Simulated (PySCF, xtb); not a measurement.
Si(H)(Cl)(OH)(OEt) (C2H7ClO2Si), SMILES CCO[SiH](O)Cl. The values are those of a single conformer.

Harmonic wavenumbers (cm⁻¹) from GFN2-xTB (xtb) at its own minimum, in rising order: 31, 83, 109, 149, 193, 218, 272, 308, 365, 485, 665, 679, 757, 818, 831, 939, 1009, 1098, 1145, 1157, 1265, 1346, 1400, 1476, 1482, 1492, 2378, 2906, 2926, 3047, 3049, 3051, 3645.

What does PBE-D3(BJ)/def2-SVP (PySCF) give at its own minimum? (The exact figures need the calculation; the answer reports its results.)

23, 63, 117, 179, 242, 276, 309, 331, 375, 518, 720, 765, 788, 807, 861, 915, 967, 1083, 1118, 1135, 1264, 1329, 1369, 1404, 1425, 1447, 2244, 2933, 2978, 2982, 3075, 3076, 3760. Paired by order, the mean absolute difference is 39 cm⁻¹ and the zero-point energies are 58.3 and 58.4 kcal/mol.
